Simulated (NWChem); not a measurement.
A series in which one site is exchanged, each optimised at PBE0/def2-SVP with NWChem, gas phase unless a solvent is named. For some, no frequency run checked for a minimum. def2 effective core potentials on Cd, Te; no spin-orbit coupling.

A: [F][Be][SiH3] (BeSiH₃F; site = Be)
B: [SiH3][Cd][F] (CdSiH3F; site = Cd)
C: [F][Zn][SiH3] (ZnSiH₃F; site = Zn)
D: F[Te][SiH3] (SiH$_{3}$TeF; site = Te)

Values for A:

| Quantity | Result |
|---|---|
| dipole (D), PBE0/def2-SVP | 0.65 |
| orbital gap (eV), PBE0/def2-SVP | 7.66 |
| static polarisability, PBE/def2-SVPD (bohr³) | 49.8 |
| lowest singlet excitation, PBE/def2-SVPD, TDA (eV) | 6.28 |

Q: How do these values change for the other members?

A: 
```tsv
change from A	B	C	D
dipole (D), PBE0/def2-SVP	+1.88	+1.44	+1.85
orbital gap (eV), PBE0/def2-SVP	-0.31	+0.21	-3.62
static polarisability, PBE/def2-SVPD (bohr³)	+15.7	+8.4	+24.7
lowest singlet excitation, PBE/def2-SVPD, TDA (eV)	-0.42	0.00	-3.98
```
